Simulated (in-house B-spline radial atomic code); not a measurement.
Inner levels of terbium as electrons are removed. A shift is the extra binding of the orbital against the neutral atom ([Xe] 4f5/2(6) 4f7/2(3) 6s2). The density at the nucleus is averaged over the nuclear charge. Computed with a radial B-spline atomic code at the basis-set limit: Dirac-Hartree-Fock, jj configuration that fills j = l - 1/2 first, finite nuclei.

A number in brackets counts the electrons of a j subshell.

```
  ion           configuration  shift of 3p1/2 (eV)  shift of 1s1/2 (eV)  shift of 4d5/2 (eV)  radius of 3p1/2 (bohr)  radius of 1s1/2 (bohr)  radius of 4d5/2 (bohr)  Σ<r²> (bohr²)  change of density at nucleus (bohr⁻³)
Tb14+      [Kr] 4d10 4f5/2(5)               287.98               289.71               271.41                 0.22825                0.021503                 0.60318         10.539                                -492.81
Tb15+      [Kr] 4d10 4f5/2(4)               326.01               326.11               305.19                  0.2282                0.021503                 0.59683         9.8059                                 -455.7
Tb16+      [Kr] 4d10 4f5/2(3)               365.76               364.16               340.13                 0.22813                0.021503                 0.59036         9.1381                                -413.88
Tb17+      [Kr] 4d10 4f5/2(2)               407.19               403.83               376.18                 0.22805                0.021503                 0.58384         8.5256                                -367.37
Tb18+      [Kr] 4d10 4f5/2(1)               450.24                445.1                413.3                 0.22796                0.021503                 0.57729         7.9609                                -316.19
Tb19+               [Kr] 4d10               494.88               487.93               451.45                 0.22785                0.021503                 0.57074         7.4378                                -260.38
Tb20+  [Kr] 4d3/2(4) 4d5/2(5)               541.81               537.74               490.08                 0.22767                0.021503                 0.56415         6.9538                                -168.47
Tb21+  [Kr] 4d3/2(4) 4d5/2(4)               589.71               588.78               529.37                 0.22749                0.021503                 0.55805         6.4896                                -72.698
Tb22+  [Kr] 4d3/2(4) 4d5/2(3)               638.59               641.04               569.31                 0.22729                0.021503                 0.55212         6.0442                                 26.922
Tb23+  [Kr] 4d3/2(4) 4d5/2(2)               688.42               694.51               609.91                 0.22709                0.021504                 0.54634         5.6163                                 130.39
Tb24+  [Kr] 4d3/2(4) 4d5/2(1)               739.21               749.19               651.15                 0.22687                0.021504                 0.54072         5.2049                                 237.71
```
